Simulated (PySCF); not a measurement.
**Pb⁵⁸⁺: ionisation energy**

Pb⁵⁸⁺ [Ar] 3d6 [3d3/2^4 3d5/2^2, M_J = 4] → Pb⁵⁹⁺ [Ar] 3d5 [3d3/2^4 3d5/2^1, M_J = 5/2], as a difference of total energies. All numbers are calculated (PySCF 2.14, the two-component X2C-1e Hamiltonian, in an uncontracted even-tempered set (15 s from 18 bohr⁻², ratio 2.8; 13 p from 23 bohr⁻², ratio 2.8; 8 d from 23 bohr⁻², ratio 2.8; 3 f from 78 bohr⁻², ratio 3)). Correlated levels: [Ne] frozen; the 78 highest virtual spinors dropped. "Screened" scales the spin-orbit matrix elements by Boettger's factors to mimic the two-electron term; Breit and QED terms are absent.

```json
{"method": "GHF (spin-free)", "ionisation energy (eV)": "6041.8"}
{"method": "GMP2 (spin-free)", "ionisation energy (eV)": "6042.8"}
{"method": "GHF (screened spin-orbit)", "ionisation energy (eV)": "6017.0"}
{"method": "GMP2 (screened spin-orbit)", "ionisation energy (eV)": "6016.7"}
```

Breit and QED terms and the two-electron picture change are absent.

The spin-free rows relax to the high-spin LS determinant and lack the spin-orbit shift.

The labels give the starting determinants; with spin-orbit coupling the two ends relaxed to ⟨J²⟩ = 20.00, ⟨L²⟩ = 13.41, ⟨S²⟩ = 2.78 and ⟨J²⟩ = 8.75, ⟨L²⟩ = 6.85, ⟨S²⟩ = 2.68.

For comparison: 6015 ± 6 eV (theoretical estimate listed by NIST; NIST Atomic Spectra Database, ionization energies).
